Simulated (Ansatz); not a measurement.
Geometry optimisation, DFT PBE-D3(BJ), scalar-relativistic, plane waves, PAW (Ansatz 0.2.0).

Input:

```yaml
crystal:
  lattice:
    - [0.0, 5.43, 5.43]
    - [5.43, 0.0, 5.43]
    - [5.43, 5.43, 0.0]
  atoms:
    - { symbol: Si, position: [0.0, 0.0, 0.0] }
    - { symbol: Si, position: [0.125, 0.125, 0.125] }
    - { symbol: Si, position: [0.0, 0.0, 0.5] }
    - { symbol: Si, position: [0.125, 0.125, 0.625] }
    - { symbol: Si, position: [0.0, 0.5, 0.0] }
    - { symbol: Si, position: [0.125, 0.625, 0.125] }
    - { symbol: Si, position: [0.0, 0.5, 0.5] }
    - { symbol: Si, position: [0.125, 0.625, 0.625] }
    - { symbol: Si, position: [0.5, 0.0, 0.0] }
    - { symbol: Si, position: [0.625, 0.125, 0.125] }
    - { symbol: Si, position: [0.5, 0.0, 0.5] }
    - { symbol: Si, position: [0.625, 0.125, 0.625] }
    - { symbol: Si, position: [0.5, 0.5, 0.0] }
    - { symbol: Si, position: [0.625, 0.625, 0.125] }
    - { symbol: Si, position: [0.5, 0.5, 0.5] }
    - { symbol: Si, position: [0.625, 0.625, 0.625] }
    - { symbol: Ge, position: [0.75154766, 0.75930314, 0.7438732] }
basis:
  ecutwfc: 420.0
kpoints:
  mp_grid: { grid: [2, 2, 2] }
hamiltonian:
  xc: pbe
  dispersion: d3bj
  pseudopotentials: { kind: paw, azcp: { folder: soft_1 } }
scf:
  occupations: { method: gaussian, width: 0.02 }
  lower_state_search: "off"
relax:
  f_tol: 0.03
  max_steps: 60
  adjacent_minimum: "off"
output:
  write_density: true
  write_potential: true
  elf: true
  volumetric_format: npy
```

Run as:

```bash
$ ansatz run input.yaml --threads 1 --pin off --max-ram 3072MiB --backend cpu --events-out ev --progress --plain --runs-dir out
```

Problem. Where does it end, and by what steps?

Solution. The run converged. The force dipped under the threshold on the way, but the program's further checks kept it going. Limits of this set-up: coarse k mesh. After 10 steps the energy has fallen by 0.356 eV; Si12 moved furthest, 0.08 Å.

```csv
step,energy less start (eV),largest force component (eV/Å),accepted
0,0.0000,1.209,yes
1,-0.3147,0.398,yes
2,-0.3528,0.073,yes
3,-0.3517,0.146,no
4,-0.3550,0.016,yes
5,-0.3554,0.021,yes
6,-0.2150,0.617,no
7,-0.3558,0.026,yes
8,-0.3486,0.159,no
9,-0.3562,0.015,yes
10,-0.3562,0.019,yes
```

```xyz
17
Lattice="0.0000 5.4300 5.4300 5.4300 0.0000 5.4300 5.4300 5.4300 0.0000" Properties=species:S:1:pos:R:3
Si 0.001 -0.001 0.003
Si 1.352 1.349 1.350
Si 2.716 2.714 0.035
Si 4.080 4.078 1.350
Si 2.716 0.055 2.719
Si 4.080 1.349 4.087
Si 5.373 2.714 2.718
Si 6.735 4.123 4.098
Si 0.059 2.714 2.719
Si 1.352 4.078 4.087
Si 2.716 5.372 2.719
Si 4.127 6.734 4.098
Si 2.716 2.714 5.402
Si 4.128 4.123 6.769
Si 5.431 5.428 5.433
Si 6.734 6.734 6.769
Ge 8.146 8.143 8.147
```

The run took 81 s on 1 thread of Arm Neoverse V1, on a shared host, peak memory 0.55 GiB.
